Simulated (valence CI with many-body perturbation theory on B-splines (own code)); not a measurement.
Sensitivity of CI+MBPT for As XI

Calculated by relativistic CI+MBPT: five valence electrons over a frozen Dirac-Fock core [Ar], a basis of 6 s, 6 p, 5 d, 5 f, 1 g functions for each j, with the one-electron correlation potential Σ1 (screened to all orders), the two-electron term Σ2, the three-electron term Σ3, Breit, model QED; selected single and double excitations, second order for the rest, scaled by the run's own slope (own B-spline code, finite nucleus).

No measured spectrum was set against this ion. As an estimate, terms of the open shell hold to 2 to 4 % of their energy, and close levels can change places. Among the levels kept, up to 370 cm⁻¹ of a level comes from second order outside the variational space, and about a tenth of that is noise between levels of different J, which matters for small intervals. Only levels of the ground parity were solved; by the run's estimate the other parity begins above the list, which can be wrong where configurations are misplaced.

The reference run has the lowest level 3d5 6S_5/2 and an ionisation energy of 294.856 eV. Its largest variational space holds 9992 state functions.

Names give the largest LS component (configuration and term), which can be under half, so a name can repeat, a term be missing and a line seem to break the LS rules; names also repeat where a configuration has a term twice.

Changed runs:
A. averaging of valence orbitals over low configurations on → off
B. size limit of the variational space 10000 → 3000; second order for the rest on → off
C. selection threshold (hartree) 2e-08 → 1e-06; scale of Σ1 1 → 0; scale of Σ2 1 → 0; three-electron term on → off
D. box radius (bohr) 10.419 → 2.2 (bad on purpose)

Excitation energies of the reference run in cm⁻¹, and shifts in cm⁻¹:

| Level | Reference | A | B | C | D |
| --- | --- | --- | --- | --- | --- |
| 3d5 4G_5/2 | 62369 | -30 | +861 | +2537 | +36 |
| 3d5 4G_11/2 | 62609 | -31 | -422 | +2423 | +30 |
| 3d5 4G_7/2 | 62819 | -29 | +1347 | +2435 | +36 |
| 3d5 4G_9/2 | 62995 | -28 | +876 | +2379 | +34 |
| 3d5 4P_5/2 | 68226 | -58 | +1556 | +2947 | +17 |
| 3d5 4P_3/2 | 69441 | -65 | +406 | +2741 | +5.7 |
| 3d5 4P_1/2 | 70763 | -54 | -1850 | +2508 | -60 |
| 3d5 4D_7/2 | 75951 | -56 | +1738 | +3436 | +12 |
| 3d5 4D_1/2 | 77707 | -52 | -2003 | +3184 | -80 |
| 3d5 4D_5/2 | 78547 | -58 | +1317 | +2911 | +15 |
| 3d5 4D_3/2 | 78681 | -61 | +207 | +2882 | +7.0 |
| 3d5 2I_11/2 | 90384 | -30 | -165 | +3207 | +60 |
| Ionisation energy (eV) | 294.856 | +0.0048 | -0.371 | -8.319 | -0.033 |
